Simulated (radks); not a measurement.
The numbers below are computed, except where a source is named.
The mean radii <r> (bohr) of the occupied orbitals of an atom or ion are listed with their occupations. Code: a radial shooting solver on a logarithmic mesh with Libxc functionals. Model: scalar-relativistic Kohn-Sham, PBE, spin-unpolarised, spherical densities, point nucleus.

orbital  occ.      <r>
1s          2  0.01803
2s          2  0.07620
2p          6  0.06834
3s          2   0.1974
3p          6   0.1979
3d         10   0.1792
4s          2   0.4405
4p          6   0.4685
4d         10   0.4997
5s          2    1.017
5p          4    1.162
4f         14   0.5735
5d          4    1.526
5f          2    3.349

Name the element and its charge.

Answer. Z = 75, rhenium, charge +3: Re3+ in [Kr] 4d10 4f14 5s2 5p4 5d4 5f2. The 1s radius gives Z: for a bare nucleus <r> = (2 gamma + 1)/(2Z) with gamma = sqrt(1 - (Z/c)^2), 0.01783 bohr for Z = 75, and screening makes it slightly larger (0.01803 here). The occupations add up to 72, and the charge is Z minus that.
